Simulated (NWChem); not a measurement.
All runs are NWChem calculations. System: CdS, charge 0, spin multiplicity 1, at a geometry optimised with PBE0/def2-SVP with def2 effective core potentials on Cd. The structure started from a generated list of species. Level: EOM-CCSD/def2-SVPD with def2 effective core potentials on Cd, 9 core orbitals frozen.

Output (cleaned and shortened):

```
             Northwest Computational Chemistry Package (NWChem) 7.3.0
             --------------------------------------------------------

                                NWChem Input Module
                                -------------------

 Scaling coordinates for geometry "geometry" by  1.889725989
 (inverse scale =  0.529177249)

 Turning off AUTOSYM since
 SYMMETRY directive was detected!

                             Geometry "geometry" -> ""
                             -------------------------

 Output coordinates in angstroms (scale by  1.889725989 to convert to a.u.)

  No.       Tag          Charge          X              Y              Z
 ---- ---------------- ---------- -------------- -------------- --------------
    1 Cd                  48.0000     0.00000000     0.00000000     0.56144700
    2 S                   16.0000     0.00000000     0.00000000    -1.68434200

 Effective nuclear repulsion energy (a.u.)     180.9645194770

            Nuclear Dipole moment (a.u.)
            ----------------------------
        X                 Y               Z
 ---------------- ---------------- ----------------
     0.0000000000     0.0000000000    -0.0000302356

      Symmetry information
      --------------------

 Group name             C2v
 Group number             16
 Group order               4
 No. of unique centers     2

      Symmetry unique atoms

     1    2


 Summary of "ao basis" -> "" (spherical)
 ------------------------------------------------------------------------------
       Tag                 Description            Shells   Functions and Types
 ---------------- ------------------------------  ------  ---------------------
 *                         def2-svpd                  on all atoms

 Summary of "ao basis" -> "ao basis" (spherical)
 ------------------------------------------------------------------------------
       Tag                 Description            Shells   Functions and Types
 ---------------- ------------------------------  ------  ---------------------
 Cd                        def2-svpd                12       34   5s4p2d1f
 S                         def2-svpd                11       27   5s4p2d

                                 NWChem SCF Module
                                 -----------------

  ao basis        = "ao basis"
  functions       =    61
  atoms           =     2
  closed shells   =    18
  open shells     =     0
  charge          =   0.00
  wavefunction    = RHF
  use symmetry    = T
  symmetry adapt  = T

 Summary of "ao basis" -> "ao basis" (spherical)
 ------------------------------------------------------------------------------
       Tag                 Description            Shells   Functions and Types
 ---------------- ------------------------------  ------  ---------------------
 Cd                        def2-svpd                12       34   5s4p2d1f
 S                         def2-svpd                11       27   5s4p2d

      Symmetry analysis of basis
      --------------------------

        a1         28
        a2          5
        b1         14
        b2         14

 Forming initial guess at       0.0s

      Superposition of Atomic Density Guess
      -------------------------------------

 Sum of atomic energies:        -589.32511393

      Non-variational initial energy
      ------------------------------

 Total energy =    -564.303127
 1-e energy   =    -996.899207
 2-e energy   =     357.194197
 HOMO         =      -0.308540
 LUMO         =      -0.139693

      Symmetry analysis of molecular orbitals - initial
      -------------------------------------------------

 !! scf_movecs_sym_adapt:   38 vectors were symmetry contaminated

  Symmetry fudging

 !! scf_movecs_sym_adapt:   32 vectors were symmetry contaminated

  Numbering of irreducible representations:

     1 a1          2 a2          3 b1          4 b2

  Orbital symmetries:

     1 a1          2 a1          3 a1          4 b2          5 b1
     6 a1          7 a1          8 b1          9 b2         10 a1
    11 b1         12 b2         13 a1         14 a2         15 a1
    16 a1         17 b2         18 b1         19 a1         20 b1
    21 b2         22 a1         23 a1         24 b2         25 b1
[...]
    20b1  (alpha) ---    17b1  (alpha)       -0.3844282087
    28b1  (alpha) ---    17b1  (alpha)        0.1094399275
    21b2  (alpha) ---    18b2  (alpha)       -0.3844282087
    27b2  (alpha) ---    18b2  (alpha)        0.1094399275

 Doubles contributions
    19a1  (alpha)    19a1  (beta ) ---    16a1  (alpha)    16a1  (beta )       -0.2483944965

 =========================================
 Excited-state calculation ( a2  symmetry)
 =========================================
 Dim. of EOMCC iter. space      500

 EOMCCSD SOLVER TYPE  1
  maxdiff =   0.36427595082397091

 No. of initial right vectors    4

 EOM-CCSD right-hand side iterations
 --------------------------------------------------------------
      Residuum       Omega / hartree  Omega / eV    Cpu    Wall
 --------------------------------------------------------------

 Iteration   1 using    4 trial vectors
   0.4269235879238   0.2701176485344    7.35028     0.9     0.9

 Iteration   2 using    5 trial vectors
   0.1064945812346   0.1638728811731    4.45921     0.2     0.2

 Iteration   3 using    6 trial vectors
   0.0525068874819   0.1555497338498    4.23273     0.2     0.2

 Iteration   4 using    7 trial vectors
   0.0186517172591   0.1533972184500    4.17415     0.2     0.2

 Iteration   5 using    8 trial vectors
   0.0066588133218   0.1527528322228    4.15662     0.2     0.2

 Iteration   6 using    9 trial vectors
   0.0019977304685   0.1527736675091    4.15718     0.2     0.2

 Iteration   7 using   10 trial vectors
   0.0007525816395   0.1527426558811    4.15634     0.2     0.2

 Iteration   8 using   11 trial vectors
   0.0002815346123   0.1527473524314    4.15647     0.2     0.2

 Iteration   9 using   12 trial vectors
   0.0001066925501   0.1527428714338    4.15635     0.2     0.2

 Iteration  10 using   13 trial vectors
   0.0000470253816   0.1527428893530    4.15635     0.2     0.2

 Iteration  11 using   14 trial vectors
   0.0000207159508   0.1527434992241    4.15636     0.2     0.2

 Iteration  12 using   15 trial vectors
   0.0000062663404   0.1527436445983    4.15637     0.2     0.2
 --------------------------------------------------------------
 Iterations converged
 ------------------

 Excited state root  1
 Excitation energy / hartree =        0.152743644598281
                   / eV      =        4.156367814921462
 largest EOMCCSD amplitudes: R1 and R2

 Singles contributions
    20b1  (alpha) ---    18b2  (alpha)       -0.6200074718
    28b1  (alpha) ---    18b2  (alpha)        0.1537212782
    21b2  (alpha) ---    17b1  (alpha)        0.6200074718
    27b2  (alpha) ---    17b1  (alpha)       -0.1537212782

 Doubles contributions
    19a1  (alpha)    20b1  (beta ) ---    16a1  (alpha)    18b2  (beta )        0.1133136388
    19a1  (alpha)    21b2  (beta ) ---    16a1  (alpha)    17b1  (beta )       -0.1133136388
    20b1  (alpha)    19a1  (beta ) ---    18b2  (alpha)    16a1  (beta )        0.1133136388
    21b2  (alpha)    19a1  (beta ) ---    17b1  (alpha)    16a1  (beta )       -0.1133136388

 =========================================
 Excited-state calculation ( b1  symmetry)
 =========================================
 Dim. of EOMCC iter. space      500

 EOMCCSD SOLVER TYPE  1
  maxdiff =   0.25765774892339099

 No. of initial right vectors    3

 EOM-CCSD right-hand side iterations
 --------------------------------------------------------------
      Residuum       Omega / hartree  Omega / eV    Cpu    Wall
 --------------------------------------------------------------

 Iteration   1 using    3 trial vectors
   0.4234559707337   0.1139075084312    3.09958     0.7     0.7

 Iteration   2 using    4 trial vectors
   0.1008930937026   0.0345717813790    0.94075     0.2     0.2

 Iteration   3 using    5 trial vectors
   0.0367819492200   0.0284123351356    0.77314     0.2     0.2

 Iteration   4 using    6 trial vectors
   0.0164335436051   0.0272419663880    0.74129     0.2     0.2

 Iteration   5 using    7 trial vectors
   0.0042856151728   0.0269787028192    0.73413     0.2     0.2

 Iteration   6 using    8 trial vectors
   0.0014509007366   0.0269361090050    0.73297     0.2     0.2

 Iteration   7 using    9 trial vectors
   0.0005099478887   0.0269115228943    0.73230     0.2     0.2

 Iteration   8 using   10 trial vectors
   0.0001757186089   0.0269200019156    0.73253     0.2     0.2

 Iteration   9 using   11 trial vectors
   0.0000586453133   0.0269174161413    0.73246     0.2     0.2

 Iteration  10 using   12 trial vectors
   0.0000219059183   0.0269184667941    0.73249     0.2     0.2

 Iteration  11 using   13 trial vectors
   0.0000073929540   0.0269181549075    0.73248     0.2     0.2
 --------------------------------------------------------------
 Iterations converged
 ------------------

 Excited state root  1
 Excitation energy / hartree =        0.026918154907452
                   / eV      =        0.732480575467837
 largest EOMCCSD amplitudes: R1 and R2

 Singles contributions
    19a1  (alpha) ---    17b1  (alpha)        0.8783729089
    22a1  (alpha) ---    17b1  (alpha)        0.1464758526
    23a1  (alpha) ---    17b1  (alpha)       -0.1186425423

 Doubles contributions
    19a1  (alpha)    19a1  (beta ) ---    16a1  (alpha)    17b1  (beta )       -0.1997519805
    19a1  (alpha)    19a1  (beta ) ---    17b1  (alpha)    16a1  (beta )       -0.1997519805

 =========================================
 Excited-state calculation ( b2  symmetry)
 =========================================
 Dim. of EOMCC iter. space      500

 EOMCCSD SOLVER TYPE  1
  maxdiff =   0.25765774892338666

 No. of initial right vectors    3

 EOM-CCSD right-hand side iterations
 --------------------------------------------------------------
      Residuum       Omega / hartree  Omega / eV    Cpu    Wall
 --------------------------------------------------------------

 Iteration   1 using    3 trial vectors
   0.4234559707337   0.1139075084312    3.09958     0.7     0.7

 Iteration   2 using    4 trial vectors
   0.1008930937026   0.0345717813789    0.94075     0.2     0.2

 Iteration   3 using    5 trial vectors
   0.0367819492200   0.0284123351356    0.77314     0.2     0.2

 Iteration   4 using    6 trial vectors
   0.0164335436051   0.0272419663880    0.74129     0.2     0.2

 Iteration   5 using    7 trial vectors
   0.0042856151728   0.0269787028192    0.73413     0.2     0.2

 Iteration   6 using    8 trial vectors
   0.0014509007366   0.0269361090050    0.73297     0.2     0.2

 Iteration   7 using    9 trial vectors
   0.0005099478887   0.0269115228943    0.73230     0.2     0.2

 Iteration   8 using   10 trial vectors
   0.0001757186089   0.0269200019155    0.73253     0.2     0.2

 Iteration   9 using   11 trial vectors
   0.0000586453133   0.0269174161413    0.73246     0.2     0.2

 Iteration  10 using   12 trial vectors
   0.0000219059183   0.0269184667941    0.73249     0.2     0.2

 Iteration  11 using   13 trial vectors
   0.0000073929540   0.0269181549074    0.73248     0.2     0.2
 --------------------------------------------------------------
 Iterations converged
 ------------------

 Excited state root  1
 Excitation energy / hartree =        0.026918154907446
                   / eV      =        0.732480575467677
 largest EOMCCSD amplitudes: R1 and R2

 Singles contributions
    19a1  (alpha) ---    18b2  (alpha)        0.8783729089
    22a1  (alpha) ---    18b2  (alpha)        0.1464758526
    23a1  (alpha) ---    18b2  (alpha)       -0.1186425423

 Doubles contributions
    19a1  (alpha)    19a1  (beta ) ---    16a1  (alpha)    18b2  (beta )       -0.1997519805
    19a1  (alpha)    19a1  (beta ) ---    18b2  (alpha)    16a1  (beta )       -0.1997519805

 Task  times  cpu:       17.8s     wall:       17.8s

 Total times  cpu:       17.8s     wall:       17.8s
```

Task: Write an NWChem input that would produce this output.

Result: This is not unique; one that fits is 
```
start mol
memory heap 100 mb stack 700 mb global 1900 mb
geometry units angstroms nocenter noautoz
  Cd     0.000000     0.000000     0.561447
  S      0.000000     0.000000    -1.684342
  symmetry group C2v
end
basis spherical
  * library def2-svpd
end
ecp
  Cd library def2-ecp
end
scf
  rhf
  nopen 0
  maxiter 100
  thresh 1e-7
  semidirect memsize 60000000 filesize 0
end
tce
  freeze core 9
  ccsd
  nroots 1
  2eorb
  2emet 13
  thresh 1e-5
  maxiter 200
  tilesize 24
end
task tce energy
```
